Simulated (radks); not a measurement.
Q: Radial electron density D(r) = 4 pi r^2 rho(r) of an atom or ion with 64 electrons. All-electron calculation, scalar-relativistic Kohn-Sham, PBEsol, spin-polarised, spherical densities, finite nucleus; Fermi nuclear charge, rms radius of each element as measured or else 0.836 A^(1/3) + 0.57 fm. Program: a radial shooting solver on a logarithmic mesh with Libxc functionals.

r (bohr),D(r) (e/bohr),spin D(r)
0.001702,9.641,0.000215
0.001997,12.32,0.000273
0.002325,15.45,0.000341
0.002706,19.25,0.000421
0.003176,24.04,0.000521
0.003697,29.42,0.000629
0.004339,35.95,0.000755
0.005051,42.92,0.000881
0.005927,50.91,0.00101
0.0069,58.82,0.00112
0.008033,66.64,0.00120
0.009427,74.16,0.00122
0.01097,79.98,0.00115
0.01288,84.02,0.000963
0.01499,85.43,0.000661
0.01759,84.31,0.000221
0.02048,81.36,-0.000270
0.02384,77.83,-0.000740
0.02798,75.50,-0.00106
0.03257,76.56,-0.00103
0.03823,82.40,-0.000472
0.0445,91.98,0.000670
0.05222,103.5,0.00258
0.0608,111.6,0.00528
0.07078,113.2,0.00978
0.08306,106.5,0.0195
0.09669,95.61,0.0400
0.1135,86.52,0.0880
0.1321,85.84,0.183
0.155,93.07,0.379
0.1805,99.77,0.715
0.2101,96.85,1.27
0.2465,80.25,2.19
0.287,59.09,3.40
0.3368,44.08,4.96
0.3921,42.35,6.51
0.4601,47.77,7.82
0.5357,49.62,8.42
0.6236,43.51,8.25
0.7318,31.89,7.38
0.852,21.84,6.16
0.9998,15.43,4.78
1.164,12.38,3.54
1.366,10.09,2.44
1.59,7.692,1.66
1.851,5.224,1.17
2.172,3.137,0.878
2.529,1.897,0.726
2.968,1.221,0.607
3.455,0.8901,0.489
4.054,0.6465,0.348
4.72,0.4365,0.217
5.495,0.2539,0.113
6.448,0.1188,0.0457
7.507,0.04798,0.0154
8.809,0.01492,0.00369
10.26,0.003891,0.000677
12.03,0.0007140,0.0000702
14.01,0.0001066,0.00000389

What is the nuclear charge?

A: Z = 64. The innermost maximum, from 1s, lies near gamma/Z bohr with gamma = sqrt(1 - (Z/c)^2) = 0.884, here 0.0138 bohr (found: 0.0151), and its height grows with Z. The density is that of neutral gadolinium in [Xe] 4f7 5d1.5 6s1.5; the configuration itself is not fixed sharply by these data, and Z only to a few units. D(r) has 4 maxima, at r = 0.0151, 0.0675, 0.188, 0.515 bohr, and minima at 0.0291, 0.124, 0.371 bohr, inside which lie 1.94, 11.15, 29.31 electrons.
